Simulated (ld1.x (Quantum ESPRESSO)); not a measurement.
**Which change was made? (Cr, TM)**

- Element: Cr (Z = 24)
- Generator: ld1.x (Quantum ESPRESSO) 7.5
- Type: norm-conserving Troullier–Martins (Kleinman–Bylander form)
- Functional: LDA (PZ)
- Relativity: scalar-relativistic
- Frozen core: [Ar]
- Valence charge: 6
- Reference configuration: 3d5 4s0 4p1
- Partial waves: 4s (bound, empty): rc 2.75 bohr; 4p (bound): rc 2.70 bohr; 3d (bound): rc 1.65 bohr
- Local potential: all-electron potential smoothed inside 2.40 bohr (lloc = -1)
- Core correction: none

Cutoffs, loose and tight: the cutoffs (Ry, on a coarse ladder) from which the occupation-weighted sum of valence levels, in a spherical-Bessel basis at the reference potential, stays within 10 and 1 mRy of its value at 400 Ry. They do not see the model core or the augmentation charge, which bear on the density cutoff. Test errors are all-electron minus pseudo excitation energies from the reference, over the configurations 3d5 4s1 4p0; 3d5 4s0 4p0; 3d4 4s0 4p0; 3d3 4s0 4p0; 3d5.5 4s0.5 4p0; 3d2 4s0 4p0; 3d4 4s2 4p0 (two spin-polarised tests are not counted in the largest error); variants that change the core or the reference have their own tests. The largest error is taken over the tests solved by every variant that gives reliable tests at all, those not shown here included: 3d2 4s0 4p0; 3d3 4s0 4p0; 3d4 4s0 4p0; 3d5 4s0 4p0.

The base gives: outcome: generated; cutoff, loose: 90 Ry; cutoff, tight: 100 Ry; bound ghosts: none; largest test error (meV): -1129.

Task: After one change the result is: outcome: generated; cutoff, loose: 90 Ry; cutoff, tight: 100 Ry; bound ghosts: s; largest test error (meV): -826. Which change was it?
A. local potential all-electron potential smoothed inside 1.10 bohr (lloc = -1)
B. local potential all-electron potential smoothed inside 3.20 bohr (lloc = -1)
C. local potential all-electron potential smoothed inside 1.60 bohr (lloc = -1)

Result: C. The others give: local potential all-electron potential smoothed inside 3.20 bohr (lloc = -1) → outcome: generated; cutoff, loose: 90 Ry; cutoff, tight: 100 Ry; bound ghosts: none; largest test error (meV): -1571 | local potential all-electron potential smoothed inside 1.10 bohr (lloc = -1) → outcome: generated; cutoff, loose: 90 Ry; cutoff, tight: 100 Ry; bound ghosts: s, p; largest test error (meV): -758.
